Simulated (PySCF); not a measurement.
# Spinor energies of Xe⁴²⁺ (xenon, charge +42)

Start: [Ne] 3s2. Calculated with PySCF 2.14 in an even-tempered Gaussian basis (18 s from 9.4 bohr⁻², ratio 2.4; 14 p from 12 bohr⁻², ratio 2.4; 4 d from 40 bohr⁻², ratio 2.6; 4 f from 60 bohr⁻², ratio 2.6): generalised Hartree-Fock with the X2C-1e Hamiltonian and a Gaussian nucleus; one run each with spin-orbit coupling (SO) switched off, then screened by Boettger's factors.

```json
{"spinor shell": "1s1/2", "electrons": "2", "ε, spin-free (eV)": "-37485.3", "ε, screened SO (eV)": "-37482.6", "weight of nominal j (screened SO)": "1.000", "rms radius, screened SO (bohr)": "0.0304"}
{"spinor shell": "2s1/2", "electrons": "2", "ε, spin-free (eV)": "-8095.5", "ε, screened SO (eV)": "-8094.8", "weight of nominal j (screened SO)": "1.000", "rms radius, screened SO (bohr)": "0.121"}
{"spinor shell": "2p1/2", "electrons": "2", "ε, spin-free (eV)": "-7544.6", "ε, screened SO (eV)": "-7779.0", "weight of nominal j (screened SO)": "1.000", "rms radius, screened SO (bohr)": "0.105"}
{"spinor shell": "2p3/2", "electrons": "4", "ε, spin-free (eV)": "-7544.6", "ε, screened SO (eV)": "-7440.1", "weight of nominal j (screened SO)": "1.000", "rms radius, screened SO (bohr)": "0.110"}
{"spinor shell": "3s1/2", "electrons": "2", "ε, spin-free (eV)": "-3244.3", "ε, screened SO (eV)": "-3244.2", "weight of nominal j (screened SO)": "1.000", "rms radius, screened SO (bohr)": "0.291"}
```

```csv
quantity,spin-free,screened SO
E (hartree),-5804.55146,-5806.54246
M_J,0,0
⟨J²⟩,0.000,0.000
⟨L²⟩,0.000,0.008
⟨S²⟩,0.000,0.008
```

Breit and QED terms are absent; they matter most for the inner s and p1/2 levels.

Densities and radii are taken from the X2C orbitals without a picture-change correction, which distorts them close to the nucleus.

Without spin-orbit coupling the j labels of p, d and f shells carry no meaning; the spin-free column gives the mean over the occupied spinors of each nl shell.
